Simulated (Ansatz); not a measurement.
Steps of a relaxation of H4O2Sn, SMILES `[OH][SnH2][OH]` with RKS PBE0-D4/def2-TZVP.

```sh
$ ansatz run in.yaml --threads 4 --pin off --events-out ev --progress --plain --max-ram 10444MiB
```

```yaml
crystal:
  periodic: [false, false, false]
  atoms:
    - {symbol: O, position_ang: [-1.657574, -0.535996, -0.335164]}
    - {symbol: Sn, position_ang: [-0.026125, 0.465963, 0.282776]}
    - {symbol: O, position_ang: [1.481439, -0.822849, 0.615656]}
    - {symbol: H, position_ang: [-1.610937, -0.707230, -1.295698]}
    - {symbol: H, position_ang: [0.437756, 1.619831, -0.931219]}
    - {symbol: H, position_ang: [-0.434735, 1.035663, 1.845929]}
    - {symbol: H, position_ang: [1.871376, -1.123482, -0.227980]}
basis:
  gaussian: {orbitals: def2-TZVP}
hamiltonian: {xc: pbe0, dispersion: d4}
relax: {f_tol: 0.005, max_steps: 150}
```

Positions (Å) and forces (eV/Å) along the path, 20 of 39 steps:

```xyz
7
step=1 energy=-9988.7508 eV
O    -1.658   -0.536   -0.335    0.883    0.330   -0.579
Sn   -0.026    0.466    0.283   -0.087   -0.612    0.113
O     1.481   -0.823    0.616   -0.410    0.367   -0.963
H    -1.611   -0.707   -1.296   -0.093    0.109    0.778
H     0.438    1.620   -0.931   -0.095   -0.310    0.236
H    -0.435    1.036    1.846    0.077   -0.089   -0.297
H     1.871   -1.123   -0.228   -0.275    0.205    0.712
7
step=3 energy=-9988.8282 eV
O    -1.602   -0.532   -0.334    0.051    0.019   -0.041
Sn   -0.031    0.462    0.297   -0.009   -0.046    0.018
O     1.439   -0.806    0.588   -0.022    0.022   -0.055
H    -1.587   -0.691   -1.281   -0.038   -0.015    0.027
H     0.431    1.568   -0.919    0.008    0.026   -0.019
H    -0.433    1.035    1.833   -0.008    0.013    0.031
H     1.844   -1.104   -0.230    0.017   -0.019    0.038
7
step=5 energy=-9988.8292 eV
O    -1.598   -0.531   -0.336    0.000   -0.001   -0.002
Sn   -0.029    0.464    0.292   -0.002    0.005    0.003
O     1.441   -0.801    0.586    0.004    0.001   -0.002
H    -1.602   -0.696   -1.281   -0.001    0.000   -0.002
H     0.430    1.583   -0.918   -0.001   -0.003    0.003
H    -0.433    1.031    1.833    0.001    0.001   -0.002
H     1.852   -1.118   -0.221    0.000   -0.002    0.001
7
step=6 energy=-9988.8292 eV
O    -1.597   -0.532   -0.337   -0.001   -0.002    0.001
Sn   -0.028    0.464    0.293    0.000    0.000   -0.002
O     1.442   -0.799    0.585    0.001    0.001    0.001
H    -1.602   -0.696   -1.282    0.001    0.002    0.000
H     0.429    1.583   -0.917    0.000    0.001   -0.001
H    -0.433    1.031    1.833    0.000    0.000    0.001
H     1.850   -1.120   -0.221   -0.002    0.000    0.000
7
step=7 energy=-9988.8292 eV
O    -1.594   -0.536   -0.337    0.000   -0.003    0.000
Sn   -0.028    0.465    0.293    0.003   -0.007   -0.003
O     1.446   -0.794    0.586    0.002   -0.001   -0.001
H    -1.602   -0.693   -1.283    0.002    0.004    0.003
H     0.426    1.585   -0.917    0.000    0.004   -0.005
H    -0.433    1.031    1.833   -0.001    0.000    0.002
H     1.846   -1.126   -0.221   -0.006    0.003    0.004
7
step=9 energy=-9988.8295 eV
O    -1.579   -0.556   -0.338    0.006   -0.002    0.002
Sn   -0.026    0.465    0.293    0.000    0.002    0.001
O     1.461   -0.778    0.591   -0.003    0.003   -0.001
H    -1.608   -0.670   -1.290   -0.001    0.002   -0.002
H     0.413    1.588   -0.920   -0.001   -0.001   -0.002
H    -0.431    1.032    1.833    0.000   -0.001    0.002
H     1.831   -1.147   -0.214   -0.001   -0.003    0.000
7
step=12 energy=-9988.8297 eV
O    -1.565   -0.573   -0.339    0.003   -0.005   -0.021
Sn   -0.024    0.466    0.291    0.000    0.005    0.020
O     1.473   -0.763    0.593    0.011   -0.011   -0.029
H    -1.612   -0.655   -1.294   -0.002    0.003    0.011
H     0.403    1.594   -0.921   -0.002   -0.001   -0.007
H    -0.429    1.030    1.832   -0.002    0.004    0.003
H     1.815   -1.167   -0.207   -0.008    0.006    0.023
7
step=13 energy=-9988.8296 eV rejected
O    -1.542   -0.601   -0.343   -0.004   -0.012   -0.157
Sn   -0.021    0.465    0.291    0.003    0.022    0.020
O     1.494   -0.741    0.596    0.056   -0.095   -0.173
H    -1.619   -0.626   -1.302    0.006    0.004    0.147
H     0.384    1.600   -0.922   -0.001   -0.003   -0.010
H    -0.427    1.032    1.831   -0.003   -0.001    0.008
H     1.792   -1.198   -0.198   -0.056    0.084    0.165
7
step=14 energy=-9988.8299 eV
O    -1.553   -0.584   -0.343    0.005   -0.007    0.000
Sn   -0.022    0.467    0.295    0.000   -0.004   -0.028
O     1.484   -0.753    0.592   -0.003    0.001   -0.007
H    -1.613   -0.642   -1.298    0.005    0.008    0.014
H     0.392    1.594   -0.923    0.001    0.000    0.009
H    -0.431    1.034    1.835    0.006   -0.008   -0.004
H     1.804   -1.183   -0.204   -0.013    0.010    0.016
7
step=15 energy=-9988.8300 eV
O    -1.530   -0.610   -0.346    0.001    0.002   -0.142
Sn   -0.019    0.469    0.293    0.002   -0.012   -0.012
O     1.500   -0.733    0.595    0.041   -0.076   -0.143
H    -1.620   -0.617   -1.303    0.012    0.004    0.146
H     0.378    1.601   -0.926   -0.005   -0.002    0.010
H    -0.428    1.031    1.835    0.002    0.002   -0.003
H     1.781   -1.210   -0.193   -0.053    0.083    0.144
7
step=20 energy=-9988.8327 eV
O    -1.432   -0.699   -0.378    0.065    0.053    0.035
Sn   -0.002    0.480    0.286   -0.088   -0.039   -0.044
O     1.564   -0.659    0.563    0.034   -0.022    0.010
H    -1.650   -0.548   -1.300    0.004    0.002   -0.001
H     0.326    1.646   -0.920   -0.006    0.010   -0.002
H    -0.425    1.029    1.831   -0.002    0.000    0.002
H     1.681   -1.316   -0.127   -0.007   -0.004    0.001
7
step=21 energy=-9988.8283 eV rejected
O    -1.397   -0.721   -0.386    0.093    0.091    0.002
Sn    0.008    0.489    0.282   -0.151   -0.023   -0.041
O     1.591   -0.630    0.536    0.068   -0.559   -0.462
H    -1.636   -0.546   -1.300    0.003   -0.015    0.033
H     0.299    1.681   -0.909    0.007   -0.008   -0.004
H    -0.423    1.029    1.829   -0.005   -0.001    0.015
H     1.620   -1.370   -0.097   -0.015    0.516    0.457
7
step=27 energy=-9988.8347 eV
O    -1.387   -0.714   -0.385   -0.005   -0.002    0.000
Sn    0.007    0.499    0.279    0.012    0.002   -0.014
O     1.607   -0.610    0.492    0.001   -0.110   -0.082
H    -1.615   -0.564   -1.305    0.002   -0.003    0.003
H     0.290    1.701   -0.902   -0.001    0.004    0.007
H    -0.420    1.018    1.836   -0.004   -0.002    0.002
H     1.579   -1.399   -0.061   -0.005    0.111    0.084
7
step=28 energy=-9988.8367 eV
O    -1.397   -0.693   -0.374   -0.014   -0.014   -0.054
Sn    0.009    0.513    0.273    0.007    0.031    0.010
O     1.623   -0.586    0.430    0.021   -0.074   -0.050
H    -1.567   -0.604   -1.315   -0.006   -0.013    0.033
H     0.279    1.736   -0.887    0.003    0.008    0.000
H    -0.411    1.001    1.841   -0.011    0.009    0.017
H     1.525   -1.434   -0.014    0.000    0.053    0.043
7
step=30 energy=-9988.8481 eV
O    -1.411   -0.662   -0.361   -0.028    0.071    0.086
Sn    0.011    0.547    0.245    0.064   -0.013   -0.015
O     1.635   -0.552    0.204    0.028   -0.076   -0.027
H    -1.506   -0.700   -1.313   -0.013   -0.020   -0.137
H     0.305    1.846   -0.830   -0.054   -0.102    0.056
H    -0.417    0.948    1.842    0.027   -0.018   -0.013
H     1.444   -1.495    0.168   -0.025    0.158    0.051
7
step=32 energy=-9988.8610 eV
O    -1.467   -0.592   -0.381    0.016    0.003   -0.065
Sn    0.009    0.547    0.236   -0.006    0.009    0.016
O     1.630   -0.554    0.127   -0.042   -0.114   -0.037
H    -1.454   -0.746   -1.329   -0.012    0.010    0.069
H     0.274    1.858   -0.818    0.018   -0.018    0.008
H    -0.368    0.907    1.855   -0.013   -0.021   -0.014
H     1.438   -1.488    0.264    0.039    0.129    0.023
7
step=34 energy=-9988.8735 eV
O    -1.530   -0.535   -0.405    0.028    0.026    0.000
Sn   -0.001    0.531    0.211   -0.005    0.049    0.019
O     1.601   -0.583   -0.004   -0.027    0.017   -0.005
H    -1.481   -0.754   -1.339   -0.011   -0.010   -0.001
H     0.296    1.870   -0.798   -0.005   -0.039    0.006
H    -0.349    0.834    1.850    0.006   -0.030   -0.030
H     1.526   -1.431    0.439    0.014   -0.013    0.012
7
step=35 energy=-9988.8726 eV rejected
O    -1.531   -0.512   -0.413   -0.165   -0.093    0.001
Sn   -0.002    0.534    0.210    0.051    0.080    0.036
O     1.590   -0.584   -0.007    0.105   -0.027   -0.049
H    -1.494   -0.766   -1.338    0.040    0.022   -0.015
H     0.299    1.867   -0.798    0.015    0.018   -0.016
H    -0.347    0.819    1.848   -0.016   -0.003    0.018
H     1.547   -1.425    0.453   -0.030    0.003    0.026
7
step=36 energy=-9988.8742 eV
O    -1.531   -0.526   -0.406   -0.002    0.009   -0.010
Sn   -0.001    0.535    0.212   -0.004   -0.005   -0.004
O     1.595   -0.584   -0.011   -0.004   -0.036    0.022
H    -1.481   -0.756   -1.337   -0.003    0.000    0.012
H     0.298    1.866   -0.803    0.000   -0.006    0.007
H    -0.350    0.822    1.851    0.004   -0.006   -0.010
H     1.531   -1.425    0.449    0.009    0.043   -0.016
7
step=39 energy=-9988.8746 eV
O    -1.547   -0.510   -0.414    0.000   -0.001   -0.001
Sn   -0.003    0.530    0.206    0.001   -0.001    0.000
O     1.589   -0.593   -0.027   -0.001    0.001    0.000
H    -1.492   -0.756   -1.340    0.000    0.000    0.001
H     0.301    1.864   -0.801    0.000    0.000   -0.001
H    -0.343    0.804    1.849    0.000    0.000    0.001
H     1.557   -1.407    0.481    0.000    0.000    0.000
```

It took 43 s on 4 threads of an Arm Neoverse V2 on a shared host, with 0.26 GiB of host memory at the peak.
